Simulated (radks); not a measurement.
These are the eigenvalues of the occupied orbitals of an atom or ion with whole-number occupations (eV). All-electron calculation, scalar-relativistic Kohn-Sham, r2SCAN, spin-polarised, spherical densities, finite nucleus; meta-GGA in the generalised Kohn-Sham scheme; Fermi nuclear charge, rms radius of each element as measured or else 0.836 A^(1/3) + 0.57 fm. Program: a radial shooting solver on a logarithmic mesh with Libxc functionals.

orbital  eigenvalue
1s down   -5385.495
1s up     -5385.470
2s up     -610.6865
2s down   -609.4351
2p up     -508.4780
2p down   -507.5168
3s up      -74.0936
3s down    -70.4619
3p up      -46.7791
3p down    -43.1375
3d up       -6.2458
4s up       -5.1865
4s down     -4.3623

Which element is it, and in what charge state? The configuration may be excited. Open shells, if any, are filled with parallel spins first.

Answer. Z = 23, vanadium, charge 0: V in [Ar] 3d3 4s2. The list shows which subshells hold electrons but not how many an open one holds; the 1s level, -197.91 hartree, gives Z - s = 19.9 by -(Z - s)^2/2, which with screening and relativity narrows Z to a few neighbours, and the depths of the outer levels then fix element, charge and occupations together.
